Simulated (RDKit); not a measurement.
Input file for RDKit: UFF on C2H6OSn (SMILES C=[CH][SnH2][OH]).

```python
from rdkit import Chem
from rdkit.Chem import AllChem, rdDetermineBonds

blocks = [
'''10

C    -2.00667944    0.05965179    0.10682062
C    -0.89924847   -0.12811865   -0.60253637
Sn    1.02495456    0.39849234    0.13437502
O     2.04367247   -1.30930576    0.09312497
H    -2.98601829   -0.21321142   -0.27531861
H    -1.99417748    0.48888021    1.10350820
H    -0.96708021   -0.56764656   -1.59265974
H     0.90676287    0.94281129    1.75826629
H     1.88030854    1.51546785   -0.85086527
H     2.99750547   -1.18702106    0.12528490
''',
]
mol = None
for b in blocks:
    f = Chem.MolFromXYZBlock(b)
    rdDetermineBonds.DetermineBonds(f, charge=0)
    mol = f if mol is None else Chem.CombineMols(mol, f)
Chem.SanitizeMol(mol)
print(Chem.MolToSmiles(Chem.RemoveHs(mol)))
ff = AllChem.UFFGetMoleculeForceField(mol, vdwThresh=100.0, ignoreInterfragInteractions=False)
e = ff.CalcEnergy()
print(f'UFF energy {e:.6f} kcal/mol')
```

The log:

```
C=[CH][SnH2][OH]
UFF energy 3.878348 kcal/mol
```

The run finished.

Cost: about 0.010 core-seconds (a rough figure).
